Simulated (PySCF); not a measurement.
C5H16OSi2.
SMILES with atom numbers: `[CH3:1][CH2:2][CH2:3][Si:4]([CH3:5])([CH3:6])[O:7][SiH3:8]`

Lines to be assigned: C 1s: 289.78 (area 1), 289.89 (area 2), 290.48 (area 1), 290.57 (area 1) eV; O 1s: 537.31 eV; Si 1s: 1846.40 (area 1), 1847.18 (area 1) eV; Si 2p3/2: 106.44 (area 1), 107.26 (area 1) eV.

Computed, not measured: PySCF 2.14.0, delta-SCF UKS SCAN, pcX-2 on the ionised atom, pcseg-1 elsewhere, spin-free X2C. Isolated species at its PBE0-D3(BJ)/def2-SVP geometry (one conformer only).

Problem. Which silicon gives which Si 1s line?

Solution. 1846.40 eV: Si4 (oxygen-bound silicon); 1847.18 eV: Si8 (oxygen-bound silicon). Lowest listed Si 1s: Si4, bonded to O and 3 C. Highest, 0.78 eV above it: Si8, bonded to O and 3 H.

Problem. Order the silicon atoms by Si 2p3/2 binding energy.

Solution. 106.44 eV: Si4 (oxygen-bound silicon); 107.26 eV: Si8 (oxygen-bound silicon). Lowest listed Si 2p3/2: Si4, bonded to O and 3 C. Highest, 0.82 eV above it: Si8, bonded to O and 3 H. Summing the Pauling electronegativity differences to the bonded atoms, each weighted by its formal bond order, gives +3.49 for the lowest site and +2.44 for the highest; the largest sum, +3.49, belongs to Si4, 0.82 eV below the top. The smallest sum, +2.44, belongs to Si8, 0.82 eV above the lowest.

Bonded neighbours of each site: C1: C and 3 H; C2: 2 C and 2 H; C3: C, 2 H and Si; Si4: O and 3 C; C5/C6: 3 H and Si; O7: 2 Si; Si8: O and 3 H.

Problem. Which effective nuclear charge Zeff reproduces each element's mean 1s value in the hydrogen-like formula E = 13.606 eV × Zeff²?

Solution. C (Z = 6): mean 290.1 eV, Zeff = 4.62, Z − Zeff = 1.38; O (Z = 8): mean 537.3 eV, Zeff = 6.28, Z − Zeff = 1.72; Si (Z = 14): mean 1846.8 eV, Zeff = 11.65, Z − Zeff = 2.35. Means run over the listed sites, weighted by atom count.

One atom of each set of topologically equivalent atoms was ionised and stands for the set; in this conformer not all members are related by symmetry, and their own values weren't computed. The 2p values add to the ΔSCF energy of one spin-free hole a correction within the shell (spin–orbit coupling, ligand field). 2p1/2 minus 2p3/2 (ligand field included): Si 0.63 eV.

Shape of the structure used: `[CH3:1][CH2:2][CH2:3][Si:4]([CH3:5])([CH3:6])[O:7][SiH3:8]`: C1–C2–C3–Si4 180°, C2–C3–Si4–C5 63°, C3–Si4–O7–Si8 -6°.
